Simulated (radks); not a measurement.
Effect of the nuclear size on the gold ion Au3+, [Xe] 4f14 5d8. Method: Dirac Kohn-Sham, exchange-only LDA, spin-unpolarised, spherical densities, finite nucleus; open shells fill j = l - 1/2 first; Fermi nuclear charge, rms radius 5.4371 fm; computed with a radial shooting solver on a logarithmic mesh with Libxc functionals. The rms radius is varied about that value; shifts are against it.

| rms radius (fm) | total energy shift (eV) | density at nucleus (e/bohr^3) | 1s1/2 shift (meV) | 2s1/2 shift (meV) | 5s1/2 shift (meV) | 5p1/2 shift (meV) | 5d5/2 shift (meV) | 6s1/2 (empty) shift (meV) | 6p1/2 (empty) shift (meV) |
|---|---|---|---|---|---|---|---|---|---|
| 4.8445 | -19.9 | 2.235e+06 | -7980 | -1180 | -13.7 | -0.263 | 0.178 | -2.07 | -0.089 |
| 5.2468 | -6.54 | 2.165e+06 | -2620 | -388 | -4.49 | -0.087 | 0.058 | -0.682 | -0.029 |
| 5.4371 | 0 | 2.134e+06 | 0.000 | 0.000 | 0.000 | 0.000 | 0.000 | 0.000 | 0.000 |
| 5.6274 | 6.68 | 2.105e+06 | 2680 | 396 | 4.58 | 0.089 | -0.060 | 0.696 | 0.030 |
| 6.182 | 26.9 | 2.027e+06 | 10800 | 1600 | 18.5 | 0.359 | -0.241 | 2.81 | 0.121 |

Slopes of the eigenvalues against <r^2> in GHz/fm^2, as finite differences over the two radii next to the reference (eigenvalue slopes, not the field-shift constants of lines): 1s1/2 310000, 2s1/2 45800, 5s1/2 530, 5p1/2 10.2, 5d5/2 -6.91, 6s1/2 (empty) 80.5, 6p1/2 (empty) 3.47.
